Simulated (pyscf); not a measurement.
Optimised with ωB97X-D3(BJ)/def2-SVP in PySCF. Correlated levels are frozen-core, on RHF or UHF. ΔMP2 is the change of the MP2 total energy from the triple- to the quadruple-zeta basis.

Task: Estimate by transition-state theory (the high-pressure limit) the rate constant of F–SiH•–SiH₃ → F–SiH₂–SiH₂• (doublet surface; H–Si broken, H–Si formed) at 1200 K, with CCSD(T)/def2-TZVPP + ΔMP2(QZVPP) energies (ideal gas, 1 atm, RRHO with modes under 100 cm⁻¹ raised to 100, one conformer, R ln 2 for rigid chiral ones; no tunnelling).

Result: The electronic barrier is 32.3 kcal/mol and the thermal terms add +0.5, so ΔG‡ = 32.8 kcal/mol. With k_BT/h = 2.50e+13 s⁻¹ and RT = 2.385 kcal/mol, k = 2.6e+07 s⁻¹; so small a molecule is far into fall-off at 1 atm, where the true rate is lower. Wigner's tunnelling factor for 440i cm⁻¹ would be 1.01. A shift of 1 kcal/mol in the barrier changes k by a factor 1.5. This is the saddle that the search found; another between the same sides may lie lower. The CCSD(T) − MP2 part came from Ansatz, without density fitting, on the same reference. A UHF reference is spin-contaminated (<S²> up to 0.87), which harms MP2 most.
